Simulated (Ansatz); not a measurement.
Input (CCSDT(Q)/cc-pVDZ; Ansatz, a program for electronic structure):

Ansatz 0.2 input:
```yaml
crystal:
  periodic: [false, false, false]
  atoms:
    - {symbol: C, position_ang: [-1.86451500, -0.19305099, -0.30229087]}
    - {symbol: C, position_ang: [-0.56333315, -0.04154812, 0.48026975]}
    - {symbol: C, position_ang: [0.64701013, 0.05136304, -0.42749150]}
    - {symbol: O, position_ang: [1.80978774, 0.19009325, 0.38569311]}
    - {symbol: H, position_ang: [-1.85657416, -1.09701737, -0.91613990]}
    - {symbol: H, position_ang: [-2.02991663, 0.65781071, -0.96765210]}
    - {symbol: H, position_ang: [-2.72100087, -0.25792182, 0.36994247]}
    - {symbol: H, position_ang: [-0.59818899, 0.85497302, 1.10460412]}
    - {symbol: H, position_ang: [-0.42584240, -0.88977339, 1.15582038]}
    - {symbol: H, position_ang: [0.54058237, 0.91196633, -1.10137152]}
    - {symbol: H, position_ang: [0.71473927, -0.85110660, -1.04961729]}
    - {symbol: H, position_ang: [2.58292759, 0.24973953, -0.18405526]}
basis:
  gaussian:
    orbitals: cc-pVDZ
magnetization: {spin_polarized: false}
correlation: {method: ccsdt_q, electrons: outside_noble_gas}
```

Output:

```
Functional definition: HF
integrals: 0.15 GiB planned
1856 factors; integrals over basis functions are off by at most 1.7e-7 eV
mean field: 0.40 GiB planned
mean field evaluation 1: about -5252.3827 eV, gradient 3.4e1 eV
mean field evaluation 2: about -5252.5407 eV, gradient 3.4e1 eV
mean field evaluation 4: about -5255.2841 eV, gradient 3.6e0 eV
mean field evaluation 8: about -5255.3221 eV, gradient 1.7e-1 eV
mean field evaluation 16: about -5254.6866 eV, gradient 1.5e1 eV
mean field -5255.32220163 eV, -193.1295287247 hartree, gradient 1.2e-6 eV, S^2 0.000000; 0 other end points of the search recorded, 0 dependent functions left out
4 core orbitals not correlated
reference -5255.32220163 eV, -193.1295287247 hartree; 13, 13 occupied and 79, 79 virtual orbitals, 1856 factors
second order -16.96467389 eV of doubles, -0.00000000 eV of singles
coupled cluster: 6.15 GiB planned
cycle   1  -17.83509143 eV  change   -8.7e-1 eV  update   9.4e-2
cycle   2  -18.60535651 eV  change   -7.7e-1 eV  update   3.6e-2
cycle   3  -18.86816926 eV  change   -2.6e-1 eV  update   1.6e-2
cycle   4  -18.84165110 eV  change    2.7e-2 eV  update   3.8e-3
cycle   5  -18.83837500 eV  change    3.3e-3 eV  update   1.8e-3
cycle   6  -18.83996680 eV  change   -1.6e-3 eV  update   5.8e-4
cycle   7  -18.84033998 eV  change   -3.7e-4 eV  update   2.3e-4
cycle   8  -18.84028140 eV  change    5.9e-5 eV  update   9.5e-5
cycle   9  -18.84026019 eV  change    2.1e-5 eV  update   3.4e-5
cycle  10  -18.84031191 eV  change   -5.2e-5 eV  update   1.5e-5
cycle  11  -18.84027522 eV  change    3.7e-5 eV  update   7.2e-6
cycle  12  -18.84027332 eV  change    1.9e-6 eV  update   2.1e-6
cycle  13  -18.84026981 eV  change    3.5e-6 eV  update   9.7e-7
cycle  14  -18.84026893 eV  change    8.8e-7 eV  update   3.6e-7
perturbative correction -0.03363293 eV, -0.0012359873 hartree
Total energy: -5274.19610349 eV, -193.8231318247 hartree
```
